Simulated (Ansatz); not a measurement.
Consider the substitution at a C–Sb bond: `[CH3][SbH2]` + `C[S][Ge][OH]` → `C[O][Ge][S]C` + `[SbH3]`.

Isolated molecules relaxed with PBE0-D4/def2-TZVP in Ansatz; ΔE leaves out vibrations. CBS: MP2 limit from def2 TZ/QZ plus the TZ coupled-cluster correction, frozen cores. DFT in def2-TZVPP. def2 core potentials past Kr. For Ge, Sb outer-core shells are correlated without core-valence functions, which leaves a few kJ/mol of doubt a bond. Scalar relativity is left out up to krypton. One conformer a species, not always the lowest.

`[CH3][SbH2]`:

Z-matrix (Å, degrees):
```
C
Sb 1 2.162
H 1 1.088 2 111.0
H 1 1.090 2 108.7 3 120.8
H 1 1.090 2 108.7 3 -120.8
H 2 1.711 1 94.2 3 -45.5
H 2 1.711 1 94.2 3 46.1
```

`C[S][Ge][OH]`:

```xyz
8

C    -1.506    0.465   -0.090
S    -0.123   -0.426    0.673
Ge    1.525    0.100   -0.746
O     2.852   -0.794    0.045
H    -2.287   -0.246   -0.355
H    -1.902    1.188    0.621
H    -1.186    0.992   -0.992
H     2.627   -1.279    0.844
```

`C[O][Ge][S]C`:

Cartesian coordinates in Å:
```
C -0.453 2.105 -0.336
O -0.018 0.809 0.003
Ge 1.342 0.570 1.149
S 1.376 -1.656 1.127
C 0.065 -2.210 0.006
H -0.358 2.254 -1.416
H 0.123 2.892 0.169
H -1.505 2.223 -0.063
H -0.637 -2.824 0.569
H 0.516 -2.809 -0.784
H -0.451 -1.353 -0.424
```

`[SbH3]`:

```xyz
4

Sb    0.280   -0.656   -0.108
H    -1.376   -0.276   -0.282
H     0.735    0.739   -0.981
H     0.361    0.193    1.372
```

```csv
species,PBE0-D4 energy (Eh)
`[CH3][SbH2]`,-281.31832
`C[S][Ge][OH]`,-2590.52373
`C[O][Ge][S]C`,-2629.78366
`[SbH3]`,-242.03171
```

Q: Work out ΔE.

A: ΔE = (-2629.78366) + (-242.03171) − (-281.31832) − (-2590.52373) = 0.02668 Eh = +70.0 kJ/mol. CCSD(T)/CBS gives +78.9 kJ/mol.

Largest T1 diagnostic among the species: 0.015.

In def2-TZVPP, CCSD(T) changes the Hartree–Fock value by +6.4 kJ/mol (the triples alone add +0.0 kJ/mol) and MP2 by +16.1 kJ/mol.
